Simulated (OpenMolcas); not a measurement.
# neutral silicon: effect of the level shift or regulariser

| Quantity | Value |
| --- | --- |
| Program | OpenMolcas 26.06 |
| Basis | ANO-RCC-VQZP [6s5p3d2f1g] |
| Scalar Hamiltonian | DKH2, point nucleus |
| Active space | 2 electrons in 9 orbitals (RAS2 3p; RAS3 3d 4s, at most 1 electron) |
| State averaging | 2S+1 = 3 even, 3 roots; 2S+1 = 1 even, 6 roots; 2S+1 = 3 odd, 18 roots; 2S+1 = 1 odd, 8 roots |
| Spin-orbit coupling | state interaction with AMFI integrals over the reference wave functions, term energies averaged over their components |

Methods on the same reference wave functions:
A. RASSCF
B. MS-RASPT2, IPEA 0.25 Eh, imaginary shift 0.1 Eh (closed shells correlated: 2s 2p 3s)
C. MS-RASPT2, IPEA 0.25 Eh, real shift 0.2 Eh (closed shells correlated: 2s 2p 3s)

Energies in cm⁻¹ above 3s² 3p² ³P₀, the measured ground level; measured values from NIST Handbook of Basic Atomic Spectroscopic Data.

```json
{"Level": "3s² 3p² ³P₀", "A": "0.0", "B": "0.0", "C": "0.0", "Measured": "0.0"}
{"Level": "3s² 3p² ³P₁", "A": "66.4", "B": "66.6", "C": "66.5", "Measured": "77.1"}
{"Level": "3s² 3p² ³P₂", "A": "195", "B": "195", "C": "195", "Measured": "223"}
{"Level": "3s² 3p² ¹D₂", "A": "8736", "B": "6100", "C": "6180", "Measured": "6299"}
{"Level": "3s² 3p² ¹S₀", "A": "21305", "B": "19300", "C": "19370", "Measured": "15394"}
{"Level": "3s² 3p 4s ³P°₀", "A": "43652", "B": "43160", "C": "43240", "Measured": "39683"}
{"Level": "3s² 3p 4s ³P°₁", "A": "43722", "B": "43230", "C": "43300", "Measured": "39760"}
{"Level": "3s² 3p 4s ³P°₂", "A": "43873", "B": "43380", "C": "43460", "Measured": "39955"}
{"Level": "3s² 3p 4s ¹P°₁", "A": "46677", "B": "45110", "C": "45260", "Measured": "40992"}
{"Level": "3s² 3p 3d ³F°₂", "A": "55187", "B": "55050", "C": "55110", "Measured": ""}
{"Level": "3s² 3p 3d ³F°₃", "A": "55266", "B": "55120", "C": "55180", "Measured": ""}
{"Level": "3s² 3p 3d ³F°₄", "A": "55365", "B": "55220", "C": "55280", "Measured": ""}
{"Level": "3s² 3p 3d ¹D°₂", "A": "56442", "B": "51940", "C": "52340", "Measured": ""}
```

Deviations, from unrounded energies. A percentage is the sum of absolute deviations over the sum of measured energies, with the sign that they share, or ± where signs differ.

```json
{"Against measurement": "mean absolute deviation (cm-1)", "Levels": "8", "A": "3200", "B": "2300", "C": "2400"}
{"Against measurement": "fine structure of the ground term (%)", "Levels": "2", "A": "-12.9", "B": "-12.9", "C": "-12.9"}
{"Against measurement": "other terms of the ground configuration (%)", "Levels": "2", "A": "+38.5", "B": "±18.9", "C": "±18.9"}
{"Against measurement": "other configurations (%)", "Levels": "4", "A": "+10.9", "B": "+9.0", "C": "+9.3"}
```

B, C lie about equally close to measurement and A furthest from it. The largest miss of B in the table is 3s² 3p 4s ¹P°₁, by +4100 cm-1. The ranking rests on the paired levels alone, and a cruder setting can come out closer through cancelling errors.

Between B and C the level of the table that moves most is 3s² 3p 3d ¹D°₂, by 400 cm-1 (lowest in B, highest in C). Moves below CASPT2's spread within the term are not significant.

The mean deviations of B to C differ by less than CASPT2's widest spread within a term (190 cm-1), so their order carries little weight.

From A to B the spin-free energies of the other terms of 3s² 3p² shown, above ³P, scale by factors of 0.69 to 0.91.

The lowest spin-free term lies below A's lowest term by 0.113 hartree in B, 0.112 hartree in C.

CASPT2 breaks the degeneracy within a term, and the mean is taken; among the terms shown or strongly mixed into the levels shown the widest spread is 190 cm-1 (3s² 3p 3d ³F°, B). ANO sets are built for valence states and can reach diffuse excited orbitals poorly, and with the s shell closed the s pⁿ⁺¹ terms that mix with these levels are absent. With the s shell closed, the reference lacks s² → p² mixing. Without dynamic correlation excited terms often stand tens of per cent too high (terms of higher spin than the ground term too low), and those without a measured partner can miss by more than the paired ones (holds for A). Some terms miss by over 15 % even with CASPT2, which points to a basis or an active space too small for the shells correlated (holds for B; C). Measured partners are found by configuration, term and J. A level has none where our copy of the source lacks it or the pairing is in doubt (some pairs that miss far off the trend of their configuration count as doubtful), and it then counts in no deviation. Levels of configurations outside the active space are missing. Levels that lie high or do not pair safely by name in every column are left out.

° marks odd parity.
